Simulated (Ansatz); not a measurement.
Consider the formal exchange of groups at the Si–H bond: `[SiH3][O][SnH3]` + `N=C=C(F)[SiH3]` → `[SiH3][SiH2][O][SnH3]` + `N=C=CF`.

Calculated with Ansatz (gas phase, PBE0-D4/def2-TZVP geometries, no zero-point term in ΔE). CCSD(T)/CBS adds triple-zeta CCSD(T) − MP2 to the extrapolated MP2 energy (def2 sets, frozen cores). Functionals use def2-TZVPP. Elements past krypton have def2 core potentials. For Sn outer-core shells are correlated without core-valence functions, which leaves a few kJ/mol of doubt a bond. One conformer a species, not always the lowest.

`[SiH3][O][SnH3]`:

Z-matrix (Å, degrees):
```
Si
O 1 1.627
H 1 1.486 2 109.0
H 1 1.492 2 111.4 3 120.0
H 1 1.492 2 111.4 3 -120.0
Sn 2 1.963 1 136.6 3 180.0
H 6 1.699 2 103.7 1 179.7
H 6 1.705 2 106.7 1 59.8
H 6 1.705 2 106.7 1 -60.4
```

`N=C=C(F)[SiH3]`:

Cartesian coordinates in Å:
```
N -0.116 0.986 2.244
C -0.414 0.667 1.107
C -0.602 0.401 -0.167
F -1.718 0.882 -0.781
Si 0.587 -0.625 -1.160
H -0.450 0.371 2.985
H 1.114 0.161 -2.305
H -0.088 -1.840 -1.685
H 1.686 -1.004 -0.237
```

`[SiH3][SiH2][O][SnH3]`:

Cartesian coordinates in Å:
```
Si -2.078 -0.743 -1.323
Si -0.685 0.529 0.066
O 0.768 -0.204 0.179
Sn 2.464 0.164 1.103
H -2.275 -2.111 -0.770
H -1.498 -0.867 -2.688
H -3.411 -0.088 -1.438
H -1.321 0.680 1.411
H -0.553 1.912 -0.488
H 3.460 -1.137 0.655
H 3.018 1.667 0.521
H 2.111 0.199 2.770
```

`N=C=CF`:

Cartesian coordinates in Å:
```
N 1.577 0.266 0.175
C 0.391 0.028 0.011
C -0.837 -0.344 -0.249
F -1.616 0.357 -1.093
H 1.786 0.899 0.948
H -1.301 -1.206 0.207
```

```
             level  ΔE (eV)
            PBE-D4     0.05
           PBE0-D4     0.07
            r2SCAN     0.15
    MP2/def2-TZVPP     0.25
SCS-MP2/def2-TZVPP     0.26
CCSD(T)/def2-TZVPP     0.16
      HF/CBS(def2)     0.25
     MP2/CBS(def2)     0.26
```

Problem. What does CCSD(T)/CBS give? (Best estimate.)

Solution. Computed: +0.16 eV. The listed levels differ from it by -0.11, -0.09, -0.01, 0.09, 0.10, 0.00, 0.09, 0.10 eV.

Largest T1 diagnostic among the species: 0.015.
